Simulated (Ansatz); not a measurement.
Cost and result for the atomization energy of C₂H₆B₂O (11 atoms, 12 bonds).

Cartesian coordinates in Å:
```
B -0.4772 -1.2689 -0.5450
C -0.7292 -0.5011 0.6600
C -0.5637 0.9880 0.4345
B 0.5195 0.1574 -0.3040
O 1.8859 0.2047 -0.4184
H -0.0935 -0.4036 -1.4426
H -0.4214 -2.3947 -0.9073
H -0.7358 -0.9154 1.6624
H -1.3719 1.4757 -0.1012
H -0.2403 1.5610 1.3013
H 2.2276 1.0969 -0.3395
```

The species carries charge 0 and has multiplicity 1. The bonds changed during the relaxation, so this is another structure than the one it started from. The geometry is a stationary point of PBE0-D4/def2-TZVP. It is one conformer, not always the lowest. Program: Ansatz. All runs use 2 threads of an Arm Neoverse V2 on a shared host. Times are those of one run each, without the atoms' runs, and a repeat can differ threefold. Electronic energies, without spin–orbit coupling; frozen cores. CCSD(T)/CBS adds CCSD(T) − MP2 in def2-TZVPP to the MP2 limit, and its time is that of the two runs behind it. T1 = 0.012. B3LYP takes the VWN-RPA correlation (the form of Gaussian; ORCA's B3LYP/G). HSE06 is the plane-wave form, built on full-range PBE exchange.

CCSD(T)/CBS is a level of theory with its own doubt, some kJ/mol a heavy atom from the limit and from the frozen cores, so smaller differences don't rank the functionals.

| level | functions | wall time | atomization (kJ/mol) | difference from CCSD(T)/CBS | per bond |
| --- | --- | --- | --- | --- | --- |
| LDA (SPW92)/def2-TZVPP | 239 | 1.6 s | 5130.6 | 701.3 | 58.4 |
| BLYP-D4/def2-TZVPP | 239 | 2.8 s | 4437.3 | 8.0 | 0.7 |
| PBE0-D4/def2-TZVPP | 239 | 3.4 s | 4503.2 | 73.9 | 6.2 |
| HSE06-D4/def2-TZVPP | 239 | 3.5 s | 4506.6 | 77.3 | 6.4 |
| PBE-D4/def2-TZVPP (with forces) | 239 | 3.5 s | 4579.2 | 149.9 | 12.5 |
| CAM-B3LYP-D4/def2-TZVPP | 239 | 3.9 s | 4472.2 | 42.9 | 3.6 |
| B3LYP-D4/def2-TZVPP (with forces) | 239 | 5.5 s | 4449.2 | 19.9 | 1.7 |
| CCSD(T)/def2-SVP | 100 | 6 s | 4265.6 | -163.7 | -13.6 |
| r2SCAN-D4/def2-TZVPP (with forces) | 239 | 6.5 s | 4498.9 | 69.6 | 5.8 |
| ωB97M-V/def2-TZVPP (with forces) | 239 | 14 s | 4475.4 | 46.1 | 3.8 |
| MP2/def2-QZVPP | 465 | 30 s | 4497.2 | 67.9 | 5.7 |
| CCSD(T)/def2-TZVPP | 239 | 8.4 min | 4330.5 | -98.8 | -8.2 |
| CCSD(T)/CBS(def2) | – | 8.8 min | 4429.3 | 0.0 | 0.0 |

In def2-TZVPP, CCSD(T) changes the Hartree–Fock value by +1016.3 kJ/mol (the triples alone add +69.6 kJ/mol) and MP2 by +1124.7 kJ/mol; breaking electron pairs costs correlation energy, which Hartree–Fock lacks. At CCSD(T), def2-SVP lies −163.8 kJ/mol from the extrapolated value and def2-TZVPP −98.8 kJ/mol: correlation converges slowly with the basis, and small sets miss more of it in the bonded molecule than in its fragments. From PBE to PBE0 (25 % exact exchange), in def2-TZVPP and without D4, the atomization energy moves by −72.8 kJ/mol: exact exchange takes away binding that semilocal exchange gives to molecules.
